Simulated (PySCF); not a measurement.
Harmonic spectrum computed at PBE0 in the def2-TZVP basis family (core potentials from Rb on, PySCF, no spin–orbit coupling):

```tsv
ω (cm⁻¹)	IR (km/mol)
312	31.2
1055	16.0
1270	99.3
```

Q: Which molecule gave it? In each, all ligands are bound to the one heavy central atom.
A. AsON (singlet)
B. PON (singlet)
C. RuON (doublet)
D. SON (doublet)

A: D. It has Cs symmetry with S–N 1.503 Å, S–O 1.451 Å.
